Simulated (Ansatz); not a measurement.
Cost and result for the atomization energy of CH₄AlBO₂ (9 atoms, 9 bonds).

```csv
atom,x (Å),y (Å),z (Å)
B1,0.0447,-0.4729,2.1087
O2,0.8261,-0.2631,0.9963
C3,0.3566,0.0113,-0.2123
O4,-0.6922,-0.5399,-0.6112
Al5,0.0210,0.6018,-2.0338
H6,0.6170,-0.8859,3.0672
H7,-1.1126,-0.1915,2.0771
H8,-0.7765,1.9523,-2.2003
H9,0.7159,-0.2121,-3.1917
```

Charge 0, multiplicity 1. The bonds changed during the relaxation, so this is another structure than the one it started from. The geometry is a stationary point of PBE0-D4/def2-TZVP. Program: Ansatz. All runs use 2 threads of an Arm Neoverse V2 on a shared host. Times are those of one run each, without the atoms' runs, and a repeat can differ threefold. Electronic energies, without spin–orbit coupling; frozen cores. CCSD(T)/CBS adds CCSD(T) − MP2 in def2-TZVPP to the MP2 limit, and its time is that of the two runs behind it. T1 = 0.017. HSE06 is the plane-wave form, built on full-range PBE exchange.

CCSD(T)/CBS is a level of theory with its own doubt, some kJ/mol a heavy atom from the limit and from the frozen cores, so smaller differences don't rank the functionals.

```
                             level  functions  wall time  atomization (kcal/mol)  difference from CCSD(T)/CBS  per bond
            LDA (SPW92)/def2-TZVPP        222      1.4 s                   926.2                        126.6      14.1
              revPBE-D4/def2-TZVPP        222      2.4 s                   795.9                         -3.7      -0.4
   PBE-D4/def2-TZVPP (with forces)        222      2.9 s                   819.4                         19.8       2.2
               BHLYP-D4/def2-TZVPP        222      3.2 s                   770.4                        -29.2      -3.2
               HSE06-D4/def2-TZVPP        222      3.3 s                   798.7                         -0.9      -0.1
                  CCSD(T)/def2-SVP         94      4.1 s                   761.4                        -38.2      -4.2
r2SCAN-D4/def2-TZVPP (with forces)        222        6 s                   807.1                          7.5       0.8
             r2SCANh-D4/def2-TZVPP        222        6 s                   799.0                         -0.6      -0.1
                 B97M-V/def2-TZVPP        222       12 s                   808.6                          9.0       1.0
  ωB97M-V/def2-TZVPP (with forces)        222       13 s                   805.8                          6.2       0.7
                    MP2/def2-QZVPP        418       22 s                   813.8                         14.2       1.6
                CCSD(T)/def2-TZVPP        222      110 s                   778.1                        -21.5      -2.4
                 CCSD(T)/CBS(def2)          –    2.1 min                   799.6                          0.0       0.0
```

At CCSD(T), def2-SVP lies −38.2 kcal/mol from the extrapolated value and def2-TZVPP −21.5 kcal/mol: correlation converges slowly with the basis, and small sets miss more of it in the bonded molecule than in its fragments. Leaving LDA and LC-ωPBE aside and taking each functional with its dispersion term where it has one, the values spread over 49.0 kcal/mol, from BHLYP-D4 to PBE-D4. LDA lies +110.6 kcal/mol from PBE without D4, its usual overbinding. From BLYP to BHLYP (50 % exact exchange), in def2-TZVPP and without D4, the atomization energy moves by −29.7 kcal/mol: exact exchange takes away binding that semilocal exchange gives to molecules.
